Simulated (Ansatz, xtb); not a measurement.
**BrF2H3Si2: which of two conformers lies lower**

Structure I: `F[SiH](F)[SiH2]Br`, a singlet. Structure II: `F[SiH](F)[SiH2]Br`, a singlet. Both are isolated molecules in the gas phase, relaxed with PBE0-D3(BJ)/pcseg-1.

I (Å):

```yaml
atoms:
  - { symbol: Br, position_ang: [-0.7476, 1.7089, -1.6647] }
  - { symbol: F, position_ang: [-0.5578, -0.2938, 2.9795] }
  - { symbol: F, position_ang: [-1.1966, -1.5833, 0.8049] }
  - { symbol: Si, position_ang: [-0.3808, -0.2984, 1.3648] }
  - { symbol: Si, position_ang: [-1.3382, 1.6497, 0.4972] }
  - { symbol: H, position_ang: [1.0562, -0.4980, 1.0589] }
  - { symbol: H, position_ang: [-2.8223, 1.6322, 0.5936] }
  - { symbol: H, position_ang: [-0.7868, 2.8598, 1.1657] }
```

II (Å):

```json
{"atom": "Br", "x (Å)": "-2.8733", "y (Å)": "-1.6836", "z (Å)": "0.6955"}
{"atom": "F", "x (Å)": "-1.2637", "y (Å)": "1.0812", "z (Å)": "3.1730"}
{"atom": "F", "x (Å)": "0.6473", "y (Å)": "-0.4763", "z (Å)": "2.3085"}
{"atom": "Si", "x (Å)": "-0.3253", "y (Å)": "0.7522", "z (Å)": "1.8928"}
{"atom": "Si", "x (Å)": "-1.6710", "y (Å)": "0.1002", "z (Å)": "0.0925"}
{"atom": "H", "x (Å)": "0.5318", "y (Å)": "1.9402", "z (Å)": "1.6470"}
{"atom": "H", "x (Å)": "-0.8231", "y (Å)": "-0.2629", "z (Å)": "-1.0764"}
{"atom": "H", "x (Å)": "-2.5994", "y (Å)": "1.2034", "z (Å)": "-0.2794"}
```

Question: Estimate E(II) − E(I) at the level CCSD(T)/def2-SVP + ΔMP2/def2-TZVPP.

Answer: Too close to call at this level: CCSD(T)/def2-SVP + ΔMP2/def2-TZVPP gives E(II) − E(I) = +0.44 kcal/mol.

Level by level:

```
                             level             geometry  E(II) − E(I) (kcal/mol)  departure from the last row (kcal/mol)  job, with rough time for the two
               PBE0-D3(BJ)/pcseg-1  PBE0-D3(BJ)/pcseg-1                     +0.81                                   +0.37                optimisation, 88 s
                       HF/def2-SVP  PBE0-D3(BJ)/pcseg-1                     +0.78                                   +0.34           part of the CCSD(T) run
                      MP2/def2-SVP  PBE0-D3(BJ)/pcseg-1                     +0.64                                   +0.21           part of the CCSD(T) run
                  CCSD(T)/def2-SVP  PBE0-D3(BJ)/pcseg-1                     +0.61                                   +0.17                      single point
CCSD(T)/def2-SVP + ΔMP2/def2-TZVPP  PBE0-D3(BJ)/pcseg-1                     +0.44                                                        single point, 56 s
```

The largest departure from CCSD(T)/def2-SVP + ΔMP2/def2-TZVPP is that of PBE0-D3(BJ)/pcseg-1, 0.37 kcal/mol. Levels run at GFN2-xTB geometries aren't shown. The last row adds to CCSD(T) the change of the MP2 difference between the two basis sets, here −0.17 kcal/mol.

With harmonic frequencies from PBE0-D3(BJ)/pcseg-1 (ideal gas, rigid rotor, one conformer each, 600 K, 1 atm): on the last row, ΔE + ΔZPE = +0.46 kcal/mol. A mode under 50 cm⁻¹ makes harmonic enthalpies and free energies unreliable, so none is given.

The correlated steps freeze 21 core orbitals; the filled d shell of Br is correlated, in a basis made for valence electrons. Programs: Ansatz 0.2.0; the last row on 2 threads of Intel(R) Xeon(R) Platinum 8259CL CPU @ 2.50GHz (Skylake/Cascade Lake) on a shared host.
